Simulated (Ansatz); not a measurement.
A structure relaxed at PBE0-D4/def2-TZVP, charge 0, multiplicity 1:

| atom | x (Å) | y (Å) | z (Å) |
| --- | --- | --- | --- |
| F1 | 1.790 | -1.958 | 1.096 |
| C2 | 1.831 | -0.965 | 0.146 |
| C3 | 0.550 | -0.288 | 0.042 |
| C4 | -0.499 | 0.281 | -0.057 |
| C5 | -1.778 | 0.975 | -0.177 |
| F6 | -2.109 | 1.589 | 0.961 |
| F7 | -2.765 | 0.129 | -0.481 |
| F8 | -1.727 | 1.903 | -1.138 |
| H9 | 2.610 | -0.249 | 0.425 |
| H10 | 2.095 | -1.416 | -0.816 |

(1) Give its formula and SMILES.

(2) Point group (tolerance 0.08 Å, 0.16 Å for H)?

(3) Summarise the bond lengths by kind.

## Answers

(1) C4H2F4, `FCC#CC(F)(F)F`.

(2) Cs.

(3) 4 × C–F 1.335 to 1.375 Å; 3 × C–C 1.198 to 1.460 Å; 2 × C–H 1.094 Å.

Results of the Gaussian-basis code of Ansatz.
